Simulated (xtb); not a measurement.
C2HCl3, triplet, at a GFN2-xTB geometry (a higher spin typed on purpose: for a closed-shell molecule this is an excited state). Base run: GFN2-xTB (xtb).

Geometry (Å):
```xyz
6

Cl     2.0914     0.2545     0.5995
C      1.0175    -0.4281    -0.5515
C     -0.3823    -0.2650    -0.4434
Cl    -1.1220     1.2330    -0.8763
Cl    -1.2815    -1.1853     0.7069
H      1.4939    -0.9779    -1.3431
```
Charge 0, spin multiplicity 3.
All else is at xtb's defaults.
Base energy -18.30591 Eh.

The base run was repeated with changes; each row names its change, and settings that it needs were set with it.

```
change        ΔE vs base (kJ/mol)  dipole (D)  G_solv (kcal/mol)  SCF cycles
------------  -------------------  ----------  -----------------  ----------
base                         0.00        0.86                  -          12
etemp = 1000                 0.00        0.86                  -          12
acc = 1000                   0.00        0.87                  -           6
etemp = 5000               -12.77        0.76                  -          12
alpb = chcl3               -19.39        1.00              -4.75          12
file = coord                 0.00        0.86                  -          12
alpb = water                -3.97        1.12              -1.44          12
acc = 30                     0.00        0.87                  -           7
etemp = 3000                -1.15        0.84                  -          12
```

ALPB and GBSA are two models with their own fitted parameters for each solvent, which aren't always the measured dielectric constant.
